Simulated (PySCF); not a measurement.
Polarisability and C₆ of Bi⁻ (bismuth, charge -1)

[Xe] 4f14 5d10 6s2 6p4, high-spin 3P determinant. Calculation: PySCF 2.14, in aug-cc-pwCVTZ-DK3; scalar relativity by spin-free X2C-1e. Coupled (time-dependent) response in atomic units; α is the mean over directions.

```
method  mean α (bohr³)         α xx, yy, zz  C₆ (like pair)  S(−4)
   UHF           128.9  103.6, 179.4, 103.6            2249   7200
```

S(−4) is the Cauchy moment in α(ω) = α(0) + S(−4) ω² + …

Spin-orbit coupling is absent.

α(iu) at UHF:

```csv
u (hartree),α(iu) (bohr³)
0,128.9
0.0500,114.9
0.100,92.14
0.200,57.77
0.300,38.20
0.500,20.21
0.750,11.66
1.00,7.867
1.50,4.549
2.00,3.079
3.00,1.732
5.00,0.7809
```

A single London oscillator, α(iu) = α/(1 + u²/ω²), gives C₆ = (3/4) ω α². Matching the computed C₆ needs ω = 4 × 2249 / (3 × 128.9²) = 0.180 hartree.

For an ion, C₆ is the dispersion term alone; charge-induced terms of lower order in 1/R come first.

The components differ because the open shell of this determinant is not spherical; for a pure term their mean is the scalar polarisability.

Spin-orbit coupling is strong in this species (close to jj coupling), so the high-spin LS determinant is a model state, not a physical level.
